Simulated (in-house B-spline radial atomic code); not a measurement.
Configurations of the zinc ion Zn⁺, with energies counted from [Ar] 3d10 4s1. Computed with a B-spline radial code for spherical atoms: non-relativistic wB97X, spin-polarised, spherical fractional occupations, exact exchange averaged over the configuration, point nucleus. Shells without spins written out take the highest spin.

Occupations are held fixed; configurations that lie above the ionisation limit could autoionise.

| configuration | E - E(ref) (eV) | highest orbital | its <r> (bohr) |
| --- | --- | --- | --- |
| [Ar] 3d10 4f1 | 14.169 | 4f up | 8.919 |
| [Ar] 3d9 4s1 5p1 | 22.237 | 5p up | 6.731 |
| [Ar] 3d9 4s1 5d1 | 24.554 | 5d up | 10.24 |
| [Ne] 3s2 3p5 3d10 4s2 | 82.494 | 4s down | 2.313 |
| [Ne] 3s2 3p5 3d10 4s1 4p1 | 88.437 | 4p up | 2.786 |

(1) Order these further configurations by energy, lowest first.
A. [Ar] 3d9 4s2
B. [Ar] 3d10 5p1
C. [Ar] 3d10 5d1
D. [Ar] 3d9 4s1 4f1
E. [Ar] 3d9 4s1 5s1

(2) How far above the reference does [Ne] 3s2 3p5 3d10 4s1 4f1 lie?

Answers

(1) A (8.2565 eV), B (12.175 eV), C (14.333 eV), E (20.557 eV), D (24.589 eV).

(2) 98.95 eV; its least bound orbital is 4f up with <r> = 8.886 bohr.
